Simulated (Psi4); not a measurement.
HNaO (SMILES [OH][Na]), singlet, geometry from GFN2-xTB (such geometries of metal compounds can be far from the true shape); PBE/cc-pVDZ (Psi4).

Psi4 was given this input:
```
memory 2 GB

molecule {
0 1
  Na   -0.60708701   -0.34567032   -0.49916222
  O     0.68596288    0.34473088    0.56471073
  H     1.19025406    1.04452643    0.97309857
}

set basis cc-pvdz
set scf_type pk
set puream true
set d_convergence 1e-8
set dft_radial_points 99
set dft_spherical_points 590

energy('pbe')
print_variables()
```

Question: Predict the main parts of the log of this Psi4 run.

Answer: 
```
   => Loading Basis Set <=

    Name: CC-PVDZ
    Role: ORBITAL
    Keyword: BASIS

         ---------------------------------------------------------
                                   SCF
               by Justin Turney, Rob Parrish, Andy Simmonett
                          and Daniel G. A. Smith
                              RKS Reference
         ---------------------------------------------------------

  ==> Geometry <==

    Molecular point group: cs
    Full point group: Cs

    Geometry (in Angstrom), charge = 0, multiplicity = 1:

       Center              X                  Y                   Z               Mass
    ------------   -----------------  -----------------  -----------------  -----------------
         NA          -0.728235266088    -0.311178989623     0.000000000000    22.989769282000
         O            0.946201630680     0.379269102179     0.000000000000    15.994914619570
         H            1.595065019578     1.079112182042     0.000000000000     1.007825032230

  Running in cs symmetry.

  Rotational constants: A =    120.26248  B =      0.48670  C =      0.48474 [cm^-1]
  Rotational constants: A = 3605378.49042  B =  14590.81142  C =  14532.00103 [MHz]
  Nuclear repulsion =   32.296651744562830

  Charge       = 0
  Multiplicity = 1
  Electrons    = 20
  Nalpha       = 10
  Nbeta        = 10

  ==> Algorithm <==

  SCF Algorithm Type is PK.
  DIIS enabled.
  MOM disabled.
  Fractional occupation disabled.
  Guess Type is SAD.
  Energy threshold   = 1.00e-06
  Density threshold  = 1.00e-08
  Integral threshold = 1.00e-12

  ==> Primary Basis <==

  Basis Set: CC-PVDZ
    Blend: CC-PVDZ
    Number of shells: 17
    Number of basis functions: 37
    Number of Cartesian functions: 39
    Spherical Harmonics?: true
    Max angular momentum: 2

  ==> DFT Potential <==

   => LibXC <=

    Version 7.1.2
    S. Lehtola, C. Steigemann, M. J. T. Oliveira, and M. A. L. Marques,  SoftwareX 7, 1–5 (2018) (10.1016/j.softx.2017.11.002)

   => Composite Functional: PBE <=

    PBE GGA Exchange-Correlation Functional

    J.P. Perdew et. al., Phys. Rev. Lett., 77(18), 3865-3868, 1996

    Deriv               =              1
    GGA                 =           TRUE
    Meta                =          FALSE

    Exchange Hybrid     =          FALSE
    MP2 Hybrid          =          FALSE

   => Exchange Functionals <=

    1.0000     XC_GGA_X_PBE

   => Correlation Functionals <=

    1.0000     XC_GGA_C_PBE

   => LibXC Density Thresholds  <==

    XC_GGA_C_PBE:  1.00E-12
    XC_GGA_X_PBE:  1.00E-15

   => Molecular Quadrature <=

    Radial Scheme          =       TREUTLER
    Pruning Scheme         =           NONE
    Nuclear Scheme         =       TREUTLER

    Blocking Scheme        =         OCTREE
    BS radius alpha        =              1
    Pruning alpha          =              1
    Radial Points          =             99
    Spherical Points       =            590
    Total Points           =         168768
    Total Blocks           =           1322
    Max Points             =            256
    Max Functions          =             37
    Weights Tolerance      =       1.00E-15

  ==> Integral Setup <==

  Using in-core PK algorithm.
   Calculation information:
      Number of atoms:                   3
      Number of AO shells:              17
      Number of primitives:             82
      Number of atomic orbitals:        39
      Number of basis functions:        37

      Integral cutoff                 1.00e-12
      Number of threads:                 1

  Performing in-core PK
  Using 494912 doubles for integral storage.
  We computed 11781 shell quartets total.
  Whereas there are 11781 unique shell quartets.

  ==> DiskJK: Disk-Based J/K Matrices <==

    J tasked:                  Yes
    K tasked:                   No
    wK tasked:                  No
    Schwarz Cutoff:          1E-12

  Minimum eigenvalue in the overlap matrix is 1.8224483409E-02.
  Reciprocal condition number of the overlap matrix is 4.8442598817E-03.
    Using symmetric orthogonalization.

  ==> Pre-Iterations <==

  SCF Guess: Superposition of Atomic Densities via on-the-fly atomic UHF (no occupation information).

   -------------------------
    Irrep   Nso     Nmo
   -------------------------
     A'        27      27
     A"        10      10
   -------------------------
    Total      37      37
   -------------------------

  ==> Iterations <==

                        Total Energy        Delta E     RMS |[F,P]|

   @RKS iter SAD:  -237.50240122366282   -2.37502e+02   0.00000e+00
   @RKS iter   1:  -237.54533154583982   -4.29303e-02   3.30608e-02 DIIS/ADIIS
   @RKS iter   2:  -230.02494735558466    7.52038e+00   8.34756e-02 DIIS/ADIIS
   @RKS iter   3:  -237.66350197818875   -7.63855e+00   2.87471e-02 DIIS/ADIIS
   @RKS iter   4:  -237.92000595488747   -2.56504e-01   1.61186e-03 DIIS/ADIIS
   @RKS iter   5:  -237.92080035336818   -7.94398e-04   2.66103e-04 DIIS/ADIIS
   @RKS iter   6:  -237.92083043101746   -3.00776e-05   9.77443e-05 DIIS
   @RKS iter   7:  -237.92083384239325   -3.41138e-06   1.05187e-05 DIIS
   @RKS iter   8:  -237.92083387659687   -3.42036e-08   1.33340e-06 DIIS
   @RKS iter   9:  -237.92083387743625   -8.39378e-10   4.03779e-08 DIIS
   @RKS iter  10:  -237.92083387743685   -5.96856e-13   3.26403e-09 DIIS
  Energy and wave function converged.

  ==> Post-Iterations <==

   Electrons on quadrature grid:
      Ntotal   =   20.0000002666 ; deviation = 2.666e-07

    Orbital Energies [Eh]
    ---------------------

    Doubly Occupied:

[...]
       2App   -0.134173

    Virtual:

[...]
    Final Occupation by Irrep:
             Ap   App
    DOCC [     8,    2 ]
    NA   [     8,    2 ]
    NB   [     8,    2 ]

  @RKS Final Energy:  -237.92083387743685

   => Energetics <=

    Nuclear Repulsion Energy =             32.2966517445628298
    One-Electron Energy =                -398.0752818880434916
    Two-Electron Energy =                 151.1653832031393847
    DFT Exchange-Correlation Energy =     -23.3075869370955822
    Empirical Dispersion Energy =           0.0000000000000000
    VV10 Nonlocal Energy =                  0.0000000000000000
    Total Energy =                       -237.9208338774368485

Computation Completed

Properties will be evaluated at   0.000000,   0.000000,   0.000000 [a0]

Properties computed using the SCF density matrix

 Multipole Moments:

 ------------------------------------------------------------------------------------
     Multipole            Electronic (a.u.)      Nuclear  (a.u.)        Total (a.u.)
 ------------------------------------------------------------------------------------

 L = 1.  Multiply by 2.5417464519 to convert [e a0] to [Debye]
 Dipole X            :         -4.1601398            2.1809143           -1.9792256
 Dipole Y            :         -2.0230967            1.3044706           -0.7186261
 Dipole Z            :          0.0000000            0.0000000            0.0000000
 Magnitude           :                                                    2.1056489

 ------------------------------------------------------------------------------------

  Variable Map:
  ----------------------------------------------------------------------------
[...]
  Array Variable Map:
  ----------------------------------------------------------------------------
[...]
[...]
```
